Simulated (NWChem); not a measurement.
System: TaHOF4; SMILES [OH][Ta]([F])([F])([F])[F]

```xyz
7

Ta     0.0000     0.0000    -0.0070
F      1.8241     0.3780     0.0542
F     -1.2394     1.3907     0.0542
F     -0.5847    -1.7687     0.0542
F      0.0000     0.0000     1.8820
O      0.0000     0.0000    -1.8816
H      0.0000     0.0000    -2.8387
```
Atoms are numbered in this order, from 1.

Computed with NWChem. Coordinates come from a PBE0/def2-SVP optimisation. No frequency run checked for a minimum. def2 effective core potentials on Ta; no spin-orbit coupling.

Order these by “dipole (D)”, lowest first: B3LYP/def2-TZVPP; B3LYP/def2-SVP; B3LYP/def2-TZVP.

B3LYP/def2-TZVPP (3.36), B3LYP/def2-TZVP (3.43), B3LYP/def2-SVP (3.50)
